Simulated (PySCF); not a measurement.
Rigid-rotor lines calculated for a species of formula [C9H10P]+ (commonest isotopes; PBE0-D3(BJ)/def2-SVP geometry optimisation, gas phase in PySCF), labelled J(Ka,Kc):

| transition | MHz |
| --- | --- |
| 2(1,2) ← 1(1,1) | 2807.7 |
| 1(0,1) ← 0(0,0) | 1499.1 |
| 2(1,1) ← 1(1,0) | 3188.9 |
| 2(0,2) ← 1(0,1) | 2984.8 |
| 1(1,1) ← 0(0,0) | 3424.2 |

(1) Find the rotational constants.

(2) What moments of inertia, asymmetry and inertial defect follow?

(3) Which dipole components do these lines need?

(4) Where do these fall, and of which type are they? 1(1,0) ← 1(0,1); 2(2,0) ← 2(1,1); 2(0,2) ← 1(1,1); 2(2,1) ← 2(1,2); 2(1,2) ← 1(0,1); 2(2,0) ← 1(1,1); 2(1,1) ← 2(1,2); 2(2,1) ← 1(1,0); 2(1,1) ← 2(0,2).

(5) Which structure gave them?

Results:

(1) 1(0,1) ← 0(0,0) is B + C, 2(1,1) ← 1(1,0) is 3B + C and 2(1,2) ← 1(1,1) is B + 3C, so B − C is half the difference of the last two, 190.6 MHz. 1(1,1) ← 0(0,0) is A + C. A = 2769.9, B = 844.9, C = 654.3 MHz.

(2) I = 505379 MHz·u·Å² over each constant: Ia = 182.46, Ib = 598.18, Ic = 772.41 u·Å²; κ = (2B − A − C)/(A − C) = -0.820 (asymmetric top); Δ = Ic − Ia − Ib = -8.23 u·Å².

(3) μa and μb (a-type: ΔKa even, ΔKc odd; b-type: both odd). The calculation gives |μa| = 2.47 D, |μb| = 2.05 D, |μc| = 0.00 D, about the centre of mass.

(4) 
```csv
transition,MHz,type,branch
"2(1,1) ← 2(1,2)",572,a,Q
"2(0,2) ← 1(1,1)",1060,b,R
"1(1,0) ← 1(0,1)",2116,b,Q
"2(1,1) ← 2(0,2)",2320,b,Q
"2(1,2) ← 1(0,1)",4733,b,R
"2(2,0) ← 2(1,1)",5788,b,Q
"2(2,1) ← 2(1,2)",6347,b,Q
"2(2,1) ← 1(1,0)",8964,b,R
"2(2,0) ← 1(1,1)",9168,b,R
```

(5) `CC1=Cc2ccccc2[PH2+]1`, point group Cs. Three constants can't fix a structure by themselves; this is the one that was computed:
```
atom  x, y, z in Å
C1     2.920    0.040   -0.312
C2     1.435   -0.043   -0.297
C3     0.520    0.938   -0.120
C4    -0.899    0.561   -0.154
C5    -1.995    1.404    0.002
C6    -3.284    0.865   -0.062
C7    -3.488   -0.497   -0.280
C8    -2.401   -1.362   -0.439
C9    -1.126   -0.819   -0.373
P10    0.489   -1.559   -0.522
H11    3.372   -0.569    0.488
H12    3.238    1.081   -0.163
H13    3.339   -0.308   -1.270
H14    0.820    1.978    0.042
H15   -1.849    2.472    0.173
H16   -4.146    1.525    0.060
H17   -4.504   -0.895   -0.327
H18   -2.565   -2.428   -0.609
H19    0.770   -2.547    0.449
H20    0.728   -2.197   -1.761
```

PBE0-D3(BJ)/def2-SVP frequencies: not computed here. No vibrational averaging or centrifugal distortion is included, and the geometry carries the error of its method. A rigid rotor knows nothing of internal rotation, which can split or shift real lines.

The run took 2.6 min on an Arm Neoverse V2 with one thread, shared host with 96 logical CPUs at a one-minute load of 78, and the process peaked at 0.90 GiB of memory. This is the geometry optimisation.
